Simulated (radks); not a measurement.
Te II, configuration [Kr] 4d10 5s2 5p3. Method: non-relativistic Kohn-Sham, exchange-only B88, spin-polarised, spherical densities, point nucleus; open shells are filled with parallel spins first (spin-orbit coupling, left out, can overturn this in heavy ions); relativity is left out, which matters for an element this heavy; computed with a radial shooting solver on a logarithmic mesh with Libxc functionals.

Unscreened Slater integrals over Kohn-Sham orbitals (eV). They are taken over the spin-up orbitals.

integral,value
"F0(5p,5p)",9.7918
"F2(5p,5p)",5.2709
"F0(5p,5s)",10.542
"G1(5p,5s)",7.0624
"F0(5p,4d)",12.341
"F2(5p,4d)",3.2027
"G1(5p,4d)",0.98372
"G3(5p,4d)",0.90394
"F0(5p,4p)",12.509
"F2(5p,4p)",2.7281
"G0(5p,4p)",0.51159
"G2(5p,4p)",0.65331
"F0(5s,5s)",11.543
"F0(5s,4d)",14.234
"G2(5s,4d)",1.5650
"F0(5s,4p)",14.485
"G1(5s,4p)",0.92085
"F0(4d,4d)",25.424
"F2(4d,4d)",12.826
"F4(4d,4d)",8.4864
"F0(4d,4p)",27.171
"F2(4d,4p)",13.808
"G1(4d,4p)",17.585
"G3(4d,4p)",10.885
"F0(4p,4p)",29.318
"F2(4p,4p)",15.399

Derived for the open shells (J is the average intra-shell exchange parameter used in DFT+U). 5p: J = F2/5 = 1.054 eV.
